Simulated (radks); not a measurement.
Charge is removed step by step from the 4s1/2 level of Rh+, starting from [Kr] 4d8. All-electron calculation, Dirac Kohn-Sham, LDA (Slater exchange, Perdew-Wang correlation), spin-unpolarised, spherical densities, finite nucleus; open shells fill j = l - 1/2 first; Fermi nuclear charge, rms radius 4.4945 fm. Program: a radial shooting solver on a logarithmic mesh with Libxc functionals.

[
 {"removed (e)": "0", "E - E(0) (eV)": "0.000", "eigenvalue (eV)": "-90.201", "E minus straight line (eV)": "0.000"},
 {"removed (e)": "0.125", "E - E(0) (eV)": "11.386", "eigenvalue (eV)": "-91.981", "E minus straight line (eV)": "-0.820"},
 {"removed (e)": "0.25", "E - E(0) (eV)": "22.997", "eigenvalue (eV)": "-93.802", "E minus straight line (eV)": "-1.416"},
 {"removed (e)": "0.375", "E - E(0) (eV)": "34.838", "eigenvalue (eV)": "-95.662", "E minus straight line (eV)": "-1.781"},
 {"removed (e)": "0.5", "E - E(0) (eV)": "46.914", "eigenvalue (eV)": "-97.558", "E minus straight line (eV)": "-1.912"},
 {"removed (e)": "0.625", "E - E(0) (eV)": "59.229", "eigenvalue (eV)": "-99.489", "E minus straight line (eV)": "-1.803"},
 {"removed (e)": "0.75", "E - E(0) (eV)": "71.787", "eigenvalue (eV)": "-101.45", "E minus straight line (eV)": "-1.451"},
 {"removed (e)": "0.875", "E - E(0) (eV)": "84.593", "eigenvalue (eV)": "-103.45", "E minus straight line (eV)": "-0.851"},
 {"removed (e)": "1", "E - E(0) (eV)": "97.651", "eigenvalue (eV)": "-105.47", "E minus straight line (eV)": "0.000"}
]

Removing the whole electron costs 97.651 eV by Delta-SCF, against 90.201 eV from minus the eigenvalue at the starting occupation. Slater's transition state (half an electron removed) gives 97.558 eV. Integrating minus the eigenvalue over the occupation (Janak's theorem) gives 97.651 eV. The mean slope of the eigenvalue, de/dn, is 15.3 eV per electron.
